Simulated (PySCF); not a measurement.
# Vertical excitation energies

Compound: GeI2H2.
Z-matrix (Å and degrees, PBE0-D3(BJ)/def2-SVP geometry), rows numbered from 1:
```
Ge
I   1  2.5107
I   1  2.5112  2  110.86
H   1  1.5339  2  107.96  3  -118.42
H   1  1.5338  2  107.89  3   118.33
```

Method used: PySCF, TDDFT CAM-B3LYP/def2-SVPD, vertical, gas phase, core orbitals frozen in the response, def2 core potentials past Kr. Spin–orbit coupling is left out.

Question: List the vertical singlet excitations with oscillator strengths and describe the spectrum.

Answer: 

```json
{"state": "S1", "E (eV)": "4.62", "λ (nm)": "268.1", "f": "0.039", "|μ| (D)": "1.50", "symmetry": "B1 or B2", "main configurations (H = HOMO, L = LUMO)": "H→L (91%)"}
{"state": "S2", "E (eV)": "4.68", "λ (nm)": "264.9", "f": "0.0070", "|μ| (D)": "0.63", "symmetry": "B1 or B2", "main configurations (H = HOMO, L = LUMO)": "H-1→L (93%)"}
{"state": "S3", "E (eV)": "4.75", "λ (nm)": "261.1", "f": "0.0000", "|μ| (D)": "0.01", "symmetry": "–", "main configurations (H = HOMO, L = LUMO)": "H-2→L (92%)"}
{"state": "S4", "E (eV)": "4.92", "λ (nm)": "251.9", "f": "0.0098", "|μ| (D)": "0.72", "symmetry": "A1", "main configurations (H = HOMO, L = LUMO)": "H-3→L (90%)"}
{"state": "S5", "E (eV)": "6.00", "λ (nm)": "206.7", "f": "0.0041", "|μ| (D)": "0.42", "symmetry": "A1", "main configurations (H = HOMO, L = LUMO)": "H→L+1 (85%)"}
{"state": "S6", "E (eV)": "6.11", "λ (nm)": "202.9", "f": "0.0000", "|μ| (D)": "0.02", "symmetry": "–", "main configurations (H = HOMO, L = LUMO)": "H-1→L+1 (88%)"}
{"state": "S7", "E (eV)": "6.25", "λ (nm)": "198.3", "f": "0.014", "|μ| (D)": "0.76", "symmetry": "B1 or B2", "main configurations (H = HOMO, L = LUMO)": "H-2→L+1 (90%)"}
{"state": "S8", "E (eV)": "6.50", "λ (nm)": "190.6", "f": "0.011", "|μ| (D)": "0.67", "symmetry": "B1 or B2", "main configurations (H = HOMO, L = LUMO)": "H-3→L+1 (78%), H-4→L (9%)"}
{"state": "S9", "E (eV)": "6.78", "λ (nm)": "183.0", "f": "0.0000", "|μ| (D)": "0.02", "symmetry": "–", "main configurations (H = HOMO, L = LUMO)": "H→L+2 (69%), H-4→L (24%)"}
{"state": "S10", "E (eV)": "6.95", "λ (nm)": "178.5", "f": "0.054", "|μ| (D)": "1.44", "symmetry": "B1 or B2", "main configurations (H = HOMO, L = LUMO)": "H-1→L+2 (90%)"}
{"state": "S11", "E (eV)": "7.05", "λ (nm)": "175.8", "f": "0.0001", "|μ| (D)": "0.06", "symmetry": "–", "main configurations (H = HOMO, L = LUMO)": "H-2→L+2 (89%)"}
{"state": "S12", "E (eV)": "7.14", "λ (nm)": "173.7", "f": "0.519", "|μ| (D)": "4.38", "symmetry": "B1 or B2", "main configurations (H = HOMO, L = LUMO)": "H-4→L (50%), H→L+2 (17%), H-2→L+8 (13%)"}
{"state": "S13", "E (eV)": "7.18", "λ (nm)": "172.7", "f": "0.036", "|μ| (D)": "1.15", "symmetry": "A1", "main configurations (H = HOMO, L = LUMO)": "H-3→L+2 (84%)"}
{"state": "S14", "E (eV)": "7.42", "λ (nm)": "167.0", "f": "0.031", "|μ| (D)": "1.05", "symmetry": "A1", "main configurations (H = HOMO, L = LUMO)": "H-5→L (63%), H-1→L+8 (16%), H-1→L+4 (13%)"}
{"state": "S15", "E (eV)": "7.44", "λ (nm)": "166.6", "f": "0.0000", "|μ| (D)": "0.01", "symmetry": "–", "main configurations (H = HOMO, L = LUMO)": "H→L+4 (58%), H→L+8 (36%)"}
```

Triplets (Tamm–Dancoff): T1 4.09 eV, H→L (92%); T2 4.25 eV, H-1→L (89%); T3 4.34 eV, H-2→L (86%), H-1→L+1 (9%); T4 4.47 eV, H-3→L (86%), H→L+1 (9%).

The lowest singlet comes at 268 nm (446 kJ/mol) in the ultraviolet; it is of moderate strength; its leading configuration is HOMO→LUMO (91%). The most intense listed level is S12 at 7.14 eV (174 nm, f = 0.519), 2.51 eV above S1. Löwdin shares by element: HOMO iodine 97%; LUMO iodine 60%, germanium 26%, hydrogen 7% or more. The listed states span 2.82 eV, and the widest gap between neighbours is 1.08 eV (S4 to S5). Orbital energies (eV): HOMO-3 -9.30, HOMO-2 -9.15, HOMO-1 -9.05, HOMO -8.88, LUMO -1.15, LUMO+1 0.05, LUMO+2 0.72. No computed singlet lies in the visible range (380 to 750 nm); the lowest, at 268 nm, stands 1.36 eV above its violet end (3.26 eV). All these states lie below the vertical ionisation energy of 9.74 eV (ΔSCF). Symmetry labels in C2v follow from the direction of the transition dipole and are given only for states with f of 0.002 or more; B1 and B2 swap with the choice of axes. The window holds the lowest 15 singlets.
